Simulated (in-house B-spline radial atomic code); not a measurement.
Relativistic effects in Ag3+, [Kr] 4d8: non-relativistic Hartree-Fock (point nucleus) against Dirac-Hartree-Fock (Fermi nucleus of rms radius 4.5454 fm), both averages of the configuration, computed with an all-electron radial atomic-structure program (B-spline basis).

```csv
orbital,ε NR (Eh),ε Dirac (Eh),<r> NR (bohr),<r> Dirac (bohr),change of <r> (%)
1s1/2,-915.31,-944.63,0.03239,0.0311,-4.0
2s1/2,-136.36,?,0.1403,?,?
2p1/2,-126.66,-133.01,0.1201,0.1142,-4.9
2p3/2,-126.66,-126.53,0.1201,0.1192,-0.7
3s1/2,-27.394,?,0.3788,?,?
3p1/2,-23.423,-24.651,0.3713,0.3586,-3.4
3p3/2,-23.423,-23.471,0.3713,0.369,-0.6
3d3/2,-16.154,-16.093,0.3446,0.3428,-0.5
3d5/2,-16.154,-15.858,0.3446,0.3462,+0.5
4s1/2,-5.4228,-5.7015,0.9394,0.912,-2.9
4p1/2,-4.0731,-4.2809,1.003,0.9733,-3.0
4p3/2,-4.0731,-4.0801,1.003,1,-0.3
4d3/2,-1.9216,-1.9115,1.233,1.234,+0.1
4d5/2,-1.9216,-1.8856,1.233,1.248,+1.2
```

Task: What happens to 3s1/2?

Result: Its energy goes to -28.859 hartree and <r> to 0.3662 bohr (-3.33 %).

Task: What happens to 2s1/2?

Result: Its energy goes to -143.47 hartree and <r> to 0.1343 bohr (-4.24 %).

Task: What explains the pattern of contraction and expansion?

Result: Expansion is seen in 3d5/2, 4d3/2, 4d5/2. The s and p1/2 orbitals contract directly, screen the nucleus better, and so push out orbitals that have little density near the nucleus; spin-orbit coupling adds to this for j = l + 1/2 and opposes it for j = l - 1/2.

Task: By how much does the total energy change?

Result: By -116.96 hartree, from -5195.454 to -5312.410.
